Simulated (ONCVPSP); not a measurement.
## Varying the ONCV potential for Rb

Base potential:

Rb (Z = 37), optimised norm-conserving Vanderbilt (ONCV), made with ONCVPSP 4.0.1 (LDA (Perdew-Wang 92), scalar-relativistic). Core [Ar] 3d10, reference 4s2 4p6 5s1. Waves: 4s+5s: rc 2.35 bohr, ncon 3, nbas 8, qcut 6.8 1/bohr, 2 projectors; 4p: rc 2.65 bohr, ncon 4, nbas 8, qcut 4.9 1/bohr, 3 projectors, debl 0.9 Ha; d scattering state at 0.24 Ha: rc 2.30 bohr, ncon 4, nbas 8, qcut 3.6 1/bohr, 2 projectors, debl 1.7 Ha. Local part: polynomial inside 1.95 bohr (lpopt 1, dvloc0 0 Ha). Core correction: Teter function, fcfact 5.25, rcfact 1.1.

All-electron outer shells of the reference configuration (LDA (PZ), scalar-relativistic, ld1.x):

| shell | level (eV) | outermost node (bohr) | outermost maximum (bohr) |
| --- | --- | --- | --- |
| 4s | -31.97 | 0.62 | 1.25 |
| 4p | -16.03 | 0.64 | 1.42 |
| 5s | -2.37 | 1.79 | 4.22 |

Cutoffs, loose and tight: the cutoffs (Ha) at which the residual kinetic energy of the hardest occupied pseudo-wave falls to 1 and 0.1 mHa per electron. They do not see the model core or the augmentation charge, which bear on the density cutoff. Test errors are all-electron minus pseudo excitation energies from the reference, over the configurations 4s2 4p6 5s0; 4s2 4p6 5s0.5; 4s2 4p6 5s0 5p1; 4s1 4p6 5s1. A dash means not determined; rows that change the core or the reference have their own tests.

| change | outcome | cutoff, loose | cutoff, tight | bound ghosts | GHOST(+) flags above zero | largest test error (meV) |
| --- | --- | --- | --- | --- | --- | --- |
| base | generated | 12 Ha | 15 Ha | none | none | -35 |
| p: debl 5.3 | generated | 12 Ha | 15 Ha | none | none | -27 |
| local potential polynomial inside 1.95 bohr (lpopt 1, dvloc0 -3 Ha) | generated | 12 Ha | 15 Ha | none | none | -35 |
| d: nbas 7 | generated | 12 Ha | 15 Ha | none | none | -35 |

Problem. What comes out with this change to the base: non-relativistic?

Solution. outcome: generated; cutoff, loose: 12 Ha; cutoff, tight: 15 Ha; bound ghosts: none; GHOST(+) flags above zero: none; largest test error (meV): -18.
